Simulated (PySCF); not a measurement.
C2H7F2NSi. Atoms are numbered in the order given.

```xyz
13

C     -1.9393    -1.1798     0.7995
C     -1.2795     0.2060     0.7489
Si     0.3482     0.2214    -0.1415
N      1.5004    -0.7940     0.5998
F      0.8377     1.7666    -0.2904
F      0.1991    -0.2933    -1.6733
H     -1.2832    -1.9153     1.2908
H     -2.1451    -1.5560    -0.2150
H     -2.8938    -1.1559     1.3483
H     -1.1125     0.5979     1.7690
H     -1.9403     0.9412     0.2576
H      1.6379    -0.7847     1.6049
H      2.3401    -1.0856     0.1093
```
Charge 0, spin multiplicity 1.

Geometry optimised at B3LYP-D3(BJ)/def2-SVP. The values are those of a single conformer.

Vertical ionisation energy (IE) and electron affinity (EA) in eV. Rows of orbital energies are one-electron estimates. Where ΔSCF, EOM or ADC give a negative EA the extra electron is unbound and the value depends on the basis.

| level | IE | EA |
|---|---|---|
| −ε(HOMO), −ε(LUMO), ωB97X/def2-TZVP (PySCF) | 10.68 | -2.59 |
| −ε(HOMO), −ε(LUMO), PBE/def2-TZVP (PySCF) | 6.59 | 0.25 |
